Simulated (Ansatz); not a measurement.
Reaction (redistribution): `[SiH3][SnH3]` + `F[SiH2]P[SiH3]` → `[SiH3]P[SiH3]` + `F[SiH2][SnH3]`

Gas-phase electronic energies from Ansatz, PBE0-D4/def2-TZVP geometries. CCSD(T)/CBS adds triple-zeta CCSD(T) − MP2 to the extrapolated MP2 energy (def2 sets, frozen cores). def2 core potentials past Kr. For Sn outer-core shells are correlated without core-valence functions, which leaves a few kJ/mol of doubt a bond. One conformer a species, not always the lowest.

```json
{"species": "`[SiH3][SnH3]`", "CCSD(T)/CBS(def2) energy (Eh)": "-506.68362"}
{"species": "`F[SiH2]P[SiH3]`", "CCSD(T)/CBS(def2) energy (Eh)": "-1022.56126"}
{"species": "`[SiH3]P[SiH3]`", "CCSD(T)/CBS(def2) energy (Eh)": "-923.30091"}
{"species": "`F[SiH2][SnH3]`", "CCSD(T)/CBS(def2) energy (Eh)": "-605.93962"}
```

Question: Work out ΔE.

Answer: ΔE = (-923.30091) + (-605.93962) − (-506.68362) − (-1022.56126) = 0.00435 Eh = +11.4 kJ/mol.

Largest T1 diagnostic among the species: 0.013.

Leaving LDA and LC-ωPBE aside and taking each functional with its dispersion term where it has one, the values, not all of them listed here, spread over 2.9 kJ/mol, from BLYP-D4 to B97M-V.
